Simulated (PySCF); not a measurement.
**InCl and its ions**

PBE0; PySCF, scalar-relativistic core potentials, basis sets In cc-pVTZ-PP with ECP28, Cl cc-pV(T+d)Z. Neutral (UKS): singlet (closed shell), Re = 2.421 Å, ωe = 312 cm⁻¹, De = 4.55 eV, HOMO -7.27 eV, LUMO -1.80 eV.

InCl⁺ (UKS): doublet (σ ↑), Re = 2.305 Å, ωe = 333 cm⁻¹, De = 0.75 eV to In⁺ + Cl. The energies at the minima are -650.28645 hartree for InCl and -649.94050 for InCl⁺.

Task: Work out the adiabatic ionisation energy, without and with harmonic zero-point energies (1 hartree = 27.2114 eV, 1 eV = 8065.5 cm⁻¹), and the change of the bond length.

Result: At PBE0: 0.34595 hartree = 9.414 eV between the minima; the zero-point term (333.0 − 312.0)/2 cm⁻¹ = +0.001 eV makes it 9.415 eV. Re changes by -11.6 pm against the neutral. Minus the HOMO energy is 7.27 eV, -2.14 eV from the value between the minima; self-interaction puts the Kohn–Sham level too high, less so with exact exchange. The electron leaves a σ orbital; in so polar a molecule the change of length follows mostly from the change of the ionic charges.

Spin–orbit coupling is left out, which matters for elements this heavy, above all for dissociation energies. For an ion De counts to the pair picked by the measured ionisation energies or electron affinities, which need not be the lowest pair at this level. States were picked by a PBE0 search and need not be the measured ground states.
